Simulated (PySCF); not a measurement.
Working with the constants of CdF⁻

RHF-CCSD(T) constants of CdF⁻, ¹Σ⁺ (singlet), closed shell (basis Cd def2-SVPD with ECP28, F def2-SVPD; scalar-relativistic core potentials; PySCF 2.14; masses 113.9034 and 18.9984 u):

| Property | Result |
| --- | --- |
| ωe | 336.0 cm⁻¹ |
| ωexe | 3.32 cm⁻¹ |
| Be | 0.2155 cm⁻¹ |
| αe | 0.00249 cm⁻¹ |
| D (centrifugal) | 3.55e-07 cm⁻¹ |
| De to Cd + F⁻ | 1.31 eV |

(1) Give the band origin of the fundamental and the first lines of its P and R branches.

(2) Near which J would the R branch turn back, without centrifugal distortion?

Correlated steps freeze 1 core orbital. Correlated levels converge slowly with the basis: in double zeta they bind strong bonds too weakly, by up to about 1 eV, and carry superposition errors of some tenths. For an ion De counts to the pair picked by the measured ionisation energies or electron affinities, which need not be the lowest pair at this level.

Results:

(1) ν0 = ωe − 2ωexe = 329.4 cm⁻¹, B0 = 0.21426, B1 = 0.21177 cm⁻¹.

```tsv
J″	P(J″) − ν0	R(J″) − ν0
0		0.424
1	-0.429	0.842
2	-0.862	1.256
3	-1.300	1.664
4	-1.744	2.068
5	-2.192	2.466
6	-2.645	2.860
```

(2) At J ≈ (B0 + B1)/(2(B0 − B1)) − 1 ≈ 85.
